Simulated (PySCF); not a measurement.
Species: C8H9P.
Atom-mapped SMILES: `[CH:1]#[C:2][CH2:3][P:4]1[C:5]([CH3:6])=[C:7]1[CH:8]=[CH2:9]` (hydrogens: H10 on C1; H11, H12 on C3; H13, H14, H15 on C6; H16 on C8; H17, H18 on C9)

All values: PBE0/pcSseg-1 and PBE0/def2-SVPD (PySCF, non-relativistic), on one gas-phase PBE0-D3(BJ)/def2-SVP geometry that isn't relaxed in the solvent. The solvent is an IEF-PCM continuum (Bondi radii, 1.10 Å for H, scaled by 1.2). Only the electrostatic response of the medium enters.

Gas phase at PBE0/pcSseg-1: HOMO -6.24 eV, LUMO -1.17 eV, dipole 2.28 D.

Question: What does the continuum do to the energy, the frontier levels and the dipole at PBE0/pcSseg-1 in chloroform and acetonitrile?

Answer: 
```json
{"solvent": "chloroform", "ε": "4.711", "E(solvent) − E(gas) (kcal/mol)": "-4.03", "polarisation term (kcal/mol)": "-4.50", "distortion of the solute (kcal/mol)": "0.47", "HOMO (eV)": "-6.29", "LUMO (eV)": "-1.14", "dipole (D)": "2.91"}
{"solvent": "acetonitrile", "ε": "35.69", "E(solvent) − E(gas) (kcal/mol)": "-5.70", "polarisation term (kcal/mol)": "-6.69", "distortion of the solute (kcal/mol)": "0.99", "HOMO (eV)": "-6.33", "LUMO (eV)": "-1.15", "dipole (D)": "3.21"}
```

Polarisation term: ½ Σ q·V over the induced surface charges. Distortion: the rise of the solute's own energy as its density leaves the gas-phase optimum. From chloroform to acetonitrile the lowering changes by a factor 1.41, Onsager's factor (ε − 1)/(2ε + 1) by 1.35 and ε itself by 7.6.

Question: Which radius a makes the point-dipole formula ΔE = −[(ε − 1)/(2ε + 1)]·μ²/a³ give the value in acetonitrile, with the gas-phase dipole?

Answer: μ = 0.897 au and |ΔE| = 0.00908 Eh give a = 1.85 Å; the farthest nucleus lies 4.54 Å from the centroid of the nuclei, so such a sphere wouldn't even hold the nuclei. The formula assumes a rigid point dipole at the centre of a sphere.

Question: Which IAO charges (PBE0/pcSseg-1) respond most in acetonitrile (means over atoms taken as equivalent)?

Answer: 
```csv
atoms,environment,gas (e),solvent (e),change
P4,phosphine phosphorus,+0.423,+0.384,-0.039
C1,terminal alkyne carbon,-0.268,-0.290,-0.022
C5,fully substituted alkene carbon,-0.139,-0.121,+0.018
H10,alkyne hydrogen,+0.197,+0.214,+0.017
H16,vinylic hydrogen,+0.153,+0.166,+0.013
C9,terminal =CH2 carbon,-0.274,-0.287,-0.013
```

Question: Which Mayer bond orders change most in acetonitrile?

Answer: 
```json
{"bond": "C1–C2", "length (Å)": "1.213", "gas": "2.553", "solvent": "2.519", "change": "-0.034"}
{"bond": "C5–C7", "length (Å)": "1.315", "gas": "1.562", "solvent": "1.548", "change": "-0.014"}
{"bond": "C5–C6", "length (Å)": "1.474", "gas": "1.117", "solvent": "1.128", "change": "+0.011"}
{"bond": "P4–C5", "length (Å)": "1.833", "gas": "0.905", "solvent": "0.915", "change": "+0.010"}
{"bond": "C7–P4", "length (Å)": "1.828", "gas": "0.873", "solvent": "0.883", "change": "+0.010"}
{"bond": "C1–H10", "length (Å)": "1.074", "gas": "1.123", "solvent": "1.132", "change": "+0.009"}
{"bond": "C3–H11", "length (Å)": "1.104", "gas": "0.911", "solvent": "0.904", "change": "-0.007"}
{"bond": "C6–H15", "length (Å)": "1.102", "gas": "0.934", "solvent": "0.927", "change": "-0.007"}
```

Gas phase at PBE0/def2-SVPD: HOMO -6.23 eV, LUMO -1.20 eV, dipole 2.34 D.

Question: What does the continuum do to the energy, the frontier levels and the dipole at PBE0/def2-SVPD in acetonitrile?

Answer: 
```json
{"solvent": "acetonitrile", "ε": "35.69", "E(solvent) − E(gas) (kcal/mol)": "-5.60", "polarisation term (kcal/mol)": "-6.77", "distortion of the solute (kcal/mol)": "1.17", "HOMO (eV)": "-6.32", "LUMO (eV)": "-1.18", "dipole (D)": "3.41"}
```

Question: How does the static polarisability (PBE0/def2-SVPD, frozen core, with the continuum's full static response) change?

Answer: 
| medium | isotropic (au) | principal values (au) | ⟨r²⟩ of the electrons (bohr²) |
| --- | --- | --- | --- |
| gas | 123.5 | 85.6, 124.3, 160.4 | 1599.3 |
| acetonitrile | 176.2 | 126.7, 172.5, 229.2 | 1597.3 |

The isotropic value in acetonitrile is 1.43 times the gas-phase one; no cavity-field correction is applied. ⟨r²⟩ is taken about the centre of nuclear charge.

Shape of the structure used: `[CH:1]#[C:2][CH2:3][P:4]1[C:5]([CH3:6])=[C:7]1[CH:8]=[CH2:9]`: C2–C3–P4–C5 135°, C5–C7–C8–C9 -171°.
